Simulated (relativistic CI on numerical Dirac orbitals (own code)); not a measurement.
Crystal-field levels of Mo3+, 4d3

Calculated by Dirac-Coulomb-Breit CI, separate exchange-only KLI orbitals for each configuration, model QED (radiative potential, 1s self-energy scaled to tabulated hydrogen-like ionisation energies), valence Slater integrals scaled by 0.9, one configuration in a parametric crystal field (own radial code). With so little scaling, terms lie 10 to 35 % too far apart, which can change the order of excited levels.

Field parameters in Wybourne normalisation: Oh B⁴₀ = 21Dq, B⁴₄ = √(5/14) B⁴₀. The field is a parameter set, without covalency.

S is read from ⟨S²⟩ = S(S + 1).

Levels (cm⁻¹, degeneracy): 0 (4), 10519 (2), 10553 (4), 10794 (4), 10975 (2), 13992 (4), 14380 (4), 14813 (2), 16391 (2), 16606 (4), 17314 (2), 17382 (4).

(1) Which field gives this pattern?
A. Oh, 10Dq = 20350 cm⁻¹
B. Oh, 10Dq = 6000 cm⁻¹
C. Oh, 10Dq = 10750 cm⁻¹
D. Oh, 10Dq = 39500 cm⁻¹

Answers

(1) C. Oh, 10Dq = 10750 cm⁻¹, ground level with S = 1.50.
